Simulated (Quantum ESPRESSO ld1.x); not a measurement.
Values are calculated unless marked as measured or tabulated.
Task: These are the eigenvalues of the occupied orbitals of an atom or ion with whole-number occupations (eV). Level of theory: Dirac Kohn-Sham, revPBE, spin-unpolarised, spherical densities, point nucleus (ld1.x of Quantum ESPRESSO 7.5).

1s1/2: -42492.1
2s1/2: -7426.66
2p1/2: -7059.03
2p3/2: -6576.14
3s1/2: -2125.01
3p1/2: -1969.81
3p3/2: -1871.98
3d3/2: -1604.50
3d5/2: -1583.16
4s1/2: -885.263
4p1/2: -823.503
4p3/2: -796.451
5s1/2: -478.729

Which element is it, and in what charge state? The configuration may be excited. Open shells, if any, fill j = l - 1/2 first.

Result: Z = 59, praseodymium, charge +23: Pr23+ in [Ar] 3d10 4s2 4p5 5s1. The list shows which subshells hold electrons but not how many an open one holds; the 1s level, -1561.6 hartree, gives Z - s = 55.9 by -(Z - s)^2/2, which with screening and relativity narrows Z to a few neighbours, and the depths of the outer levels then fix element, charge and occupations together.
